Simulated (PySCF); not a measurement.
CuF, SMILES [F][Cu], multiplicity 1. Atoms are numbered in the order given.

```xyz
2

Cu     0.0000     0.0000    -0.4179
F      0.0000     0.0000     1.3466
```

Coordinates come from a PBE0-D3(BJ)/def2-TZVPD optimisation. The spin state was assumed, not searched.

Computed with PySCF with CAM-B3LYP/def2-TZVPD.

The molecule is in vacuum.

```yaml
total_energy: -1740.49247 hartree
point_group: C∞v
highest_occupied_level: -9.16 eV
lowest_empty_level: -2.28 eV
orbital_gap: 6.89 eV
dipole_moment: 1.123 e·Å
quadrupole, principal values (traceless, Buckingham form, about the centre of nuclear charge): -2.31, 1.15, 1.15 D·Å
mean_static_polarisability: 20.9 bohr³ (3.09 Å³)
polarisability_principal_values: 20.3, 20.3, 22.0 bohr³
```
